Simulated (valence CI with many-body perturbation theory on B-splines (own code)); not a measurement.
Sn XLIII in brief

Level of theory: configuration interaction combined with many-body perturbation theory (CI+MBPT): six valence electrons over a frozen Dirac-Fock core [He], radial functions for each j: 9 s, 9 p, 8 d, 6 f, 3 g, 1 h, with the one-electron correlation potential Σ1, the two-electron term Σ2, the three-electron term Σ3, Breit, model QED; selected CI, second order for the rest, scaled by the run's own slope (own B-spline code, finite nucleus).

No measured spectrum was set against this ion. As an estimate, large intervals hold to a few tenths of a per cent, small ones and those within an open d or f shell to about a per cent. Among the levels kept, up to 2200 cm⁻¹ of a level comes from second order outside the variational space, and about a tenth of that is noise between levels of different J, which matters for small intervals.

Levels are named by their leading jj configuration (3d3/2^4 stands for four electrons in 3d with j = 3/2), which in mixed levels can hold well under half, so a name can repeat and another be missing.

Rates and lifetimes use the calculated energies. Strong lines usually hold to 10 to 20 %, long lifetimes can be off by a factor of two.

(1) What is the ground level?

(2) How well does LS coupling describe the low levels?

(3) Name the longest-lived excited levels whose lifetime is computed, and their main decay.

(4) What is the ionisation energy?

(5) Among levels below 4265.7 eV, which E1 lines absorb most strongly from the ground level?

## Answers

(1) (2s^2 2p1/2^2 2p3/2^2) J=2, composition 71 % 2s2.2p4 3P + 29 % 2s2.2p4 1D, g = 1.342.

(2) Among the lowest 20 levels the leading LS term, summed over configurations, holds 58 % on average. For single configurations the figures are 58 % in LS and 98 % in jj coupling. Terms mix most in the J = 2 level at 3839.3 eV, where the leading one holds 24 %.

(3) (2s^2 2p1/2^2 2p3/2^2) J=0 at 33.8 eV lives 42.1 ms, mostly by E2 to (2s^2 2p1/2^2 2p3/2^2) J=2; (2s^2 2p1/2 2p3/2^3) J=2 at 252.0 eV lives 14.6 ns, mostly by M1 to (2s^2 2p1/2^2 2p3/2^2) J=2; (2s^2 2p1/2 2p3/2^3) J=1 at 236.1 eV lives 7.14 ns, mostly by M1 to (2s^2 2p1/2^2 2p3/2^2) J=2.

(4) 6855.9 eV; NIST lists 6859 ± 13 eV (semi-empirical).

(5) to (2s^2 2p1/2 2p3/2^2 3d3/2) J=3 at 0.2927 nm, f = 0.573; to (2s^2 2p1/2^2 2p3/2 3d5/2) J=3 at 0.3083 nm, f = 0.516; to (2s^2 2p1/2 2p3/2^2 3d3/2) J=2 at 0.2928 nm, f = 0.313.
